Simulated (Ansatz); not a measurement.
`Cl[SiH]1C=C1` + H₂O → `O[SiH]1C=C1` + HCl at 298.15 K and 1 bar (formal hydrolysis of the Si–Cl bond).

Program: Ansatz. Geometries: PBE0-D4/def2-TZVP. ΔE: electronic, gas phase. CCSD(T)/CBS is the MP2 limit (def2-TZVPP, def2-QZVPP) plus CCSD(T) − MP2 in def2-TZVPP, frozen cores. This one scheme is used for every species. Each species was taken in one conformer, which may not be the lowest.

| species | CCSD(T)/CBS energy (Eh) | H − E (kJ/mol) | S (J/(mol·K)) |
| --- | --- | --- | --- |
| `Cl[SiH]1C=C1` | -826.74464 | 122.5 | 296.7 |
| H₂O | -76.37941 | 66.4 | 188.7 |
| `O[SiH]1C=C1` | -442.74227 | 156.2 | 290.6 |
| HCl | -460.38127 | 26.6 | 186.8 |

H − E and S are ideal-gas, rigid-rotor, harmonic terms from PBE0-D4/def2-TZVP, for one conformer and one mirror image of each species. 1 Eh = 2625.50 kJ/mol, R = 8.31446 J/(mol·K).

Question: By hand: ΔE, ΔH, ΔS and ΔG.

Answer: ΔE = (-442.74227) + (-460.38127) − (-826.74464) − (-76.37941) = 0.00051 Eh = 1.3 kJ/mol. Δ(H − E) = 156.2 + 26.6 − 122.5 − 66.4 = -6.1, so ΔH = -4.8 kJ/mol. ΔS = 290.6 + 186.8 − 296.7 − 188.7 = -8.0 J/(mol·K). ΔG = -4.8 − 298.15 × (-8.0)/1000 = -2.4 kJ/mol.

Question: By hand: the equilibrium constant, and the temperature at which ΔG would vanish if ΔH and ΔS stayed fixed.

Answer: log₁₀ K = −ΔG/(RT ln 10) = 0.4. ΔG = 0 at ΔH/ΔS = 600 K, though so small a ΔH makes that figure unsure.

TΔS isn't small against ΔH here. The sign of ΔG lies within the doubt. A doubt of 5 kJ/mol in ΔE shifts log₁₀ K by 0.9 here. Other conformers and mirror images would add mixing entropy, several J/(mol·K) or more a flexible species. These are equilibria of isolated gas molecules and say nothing of rates. Largest T1 diagnostic: 0.012 (customary marks: 0.02 for closed shells, 0.045 for open ones).
